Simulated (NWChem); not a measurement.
Everything below was run with NWChem. System: H₂BO₂, charge 0, spin multiplicity 2, at a geometry optimised with UB3LYP/def2-SVP. The structure started from a generated list of species. Its SCF solution wasn't tested for a lower state. Level: UTPSS/cc-pVTZ.

Input file:

```
start mol
memory heap 200 mb stack 900 mb global 1100 mb
geometry units angstroms nocenter noautoz
  O     -1.215864     0.000000    -0.041131
  B      0.000000     0.000000     0.537908
  O      1.215864     0.000000    -0.041131
  H     -1.218401     0.000000    -1.015725
  H      1.218401     0.000000    -1.015725
  symmetry group C2v
end
basis spherical
  * library cc-pvtz
end
dft
  xc xtpss03 ctpss03
  odft
  mult 2
  semidirect memsize 60000000 filesize 0
  iterations 100
  grid fine
end
task dft energy
```

NWChem printed:

```
             Northwest Computational Chemistry Package (NWChem) 7.3.0
             --------------------------------------------------------

                                NWChem Input Module
                                -------------------

 Scaling coordinates for geometry "geometry" by  1.889725989
 (inverse scale =  0.529177249)

 Turning off AUTOSYM since
 SYMMETRY directive was detected!

                             Geometry "geometry" -> ""
                             -------------------------

 Output coordinates in angstroms (scale by  1.889725989 to convert to a.u.)

  No.       Tag          Charge          X              Y              Z
 ---- ---------------- ---------- -------------- -------------- --------------
    1 O                    8.0000    -1.21586400     0.00000000    -0.04113100
    2 B                    5.0000     0.00000000     0.00000000     0.53790800
    3 O                    8.0000     1.21586400     0.00000000    -0.04113100
    4 H                    1.0000    -1.21840100     0.00000000    -1.01572500
    5 H                    1.0000     1.21840100     0.00000000    -1.01572500

 Effective nuclear repulsion energy (a.u.)      60.1765579132

            Nuclear Dipole moment (a.u.)
            ----------------------------
        X                 Y               Z
 ---------------- ---------------- ----------------
     0.0000000000     0.0000000000    -0.0000113384

      Symmetry information
      --------------------

 Group name             C2v
 Group number             16
 Group order               4
 No. of unique centers     3

      Symmetry unique atoms

     1    2    4


 Summary of "ao basis" -> "" (spherical)
 ------------------------------------------------------------------------------
       Tag                 Description            Shells   Functions and Types
 ---------------- ------------------------------  ------  ---------------------
 *                          cc-pvtz                   on all atoms

                                 NWChem DFT Module
                                 -----------------
[...]
 overlap   1.000  0.970  0.979  0.994  0.999  0.979  0.998  0.971  0.995  0.995

   alpha     21     22     23     24     25     26     27     28     29     30
    beta     21     22     23     24     25     26     27     28     29     30
 overlap   0.998  0.998  1.000  0.996  0.993  0.997  0.996  0.996  0.996  0.997

   alpha     31     32     33     34     35     36     37     38     39     40
    beta     31     32     33     34     35     36     37     38     39     40
 overlap   0.997  1.000  0.997  0.999  1.000  0.999  0.999  0.999  1.000  1.000

   alpha     41     42     43     44     45     46     47     48     49     50
    beta     43     41     42     44     45     46     47     48     49     50
 overlap   1.000  1.000  1.000  0.998  1.000  1.000  0.996  0.998  1.000  0.993

   alpha     51     52     53     54     55     56     57     58     59     60
    beta     51     52     53     54     55     56     57     58     59     60
 overlap   0.999  0.997  0.994  0.988  0.997  0.988  0.998  0.999  0.997  1.000

   alpha     61     62     63     64     65     66     67     68     69     70
    beta     61     62     63     64     65     66     67     68     69     70
 overlap   1.000  0.996  1.000  1.000  0.999  0.997  0.999  1.000  1.000  1.000

   alpha     71     72     73     74     75     76     77     78     79     80
    beta     71     72     73     74     75     76     77     78     79     80
 overlap   1.000  1.000  1.000  1.000  1.000  1.000  1.000  1.000  1.000  1.000

   alpha     81     82     83     84     85     86     87     88     89     90
    beta     81     82     83     84     85     86     87     88     89     90
 overlap   1.000  1.000  1.000  1.000  1.000  1.000  1.000  1.000  1.000  1.000

   alpha     91     92     93     94     95     96     97     98     99    100
    beta     91     92     93     94     95     96     98     97     99    100
 overlap   1.000  1.000  1.000  1.000  1.000  1.000  1.000  1.000  1.000  1.000

   alpha    101    102    103    104    105    106    107    108    109    110
    beta    101    102    103    104    105    106    107    108    109    110
 overlap   1.000  1.000  1.000  1.000  1.000  1.000  1.000  1.000  1.000  1.000

   alpha    111    112    113    114    115    116    117    118
    beta    111    112    113    114    115    116    117    118
 overlap   1.000  1.000  1.000  1.000  1.000  1.000  1.000  1.000

     --------------------------
     Expectation value of S2:
     --------------------------
      <S2> =      0.7526 (Exact =     0.7500)

 center of mass
 --------------
 x =   0.00000000 y =   0.00000000 z =   0.10742195

 moments of inertia (a.u.)
 ------------------
          18.475575022084           0.000000000000           0.000000000000
           0.000000000000         198.041521640649           0.000000000000
           0.000000000000           0.000000000000         179.565946618566

     Multipole analysis of the density
     ---------------------------------

     L   x y z        total         alpha         beta         nuclear
     -   - - -        -----         -----         ----         -------
     0   0 0 0     -0.000000    -12.000000    -11.000000     23.000000

     1   1 0 0     -0.000000     -0.000000     -0.000000      0.000000
     1   0 1 0     -0.000000     -0.000000     -0.000000      0.000000
     1   0 0 1     -1.215922     -1.505714      0.289803     -0.000011

     2   2 0 0    -14.982147    -55.821768    -54.229990     95.069611
     2   1 1 0     -0.000000     -0.000000     -0.000000      0.000000
     2   1 0 1      0.000000      0.000000      0.000000      0.000000
     2   0 2 0    -13.081265     -7.266682     -5.814583      0.000000
     2   0 1 1      0.000000     -0.000000      0.000000      0.000000
     2   0 0 2    -11.077206    -15.081146     -8.627584     12.631525

 Task  times  cpu:        4.3s     wall:        4.3s

 Total times  cpu:        4.3s     wall:        4.3s
```
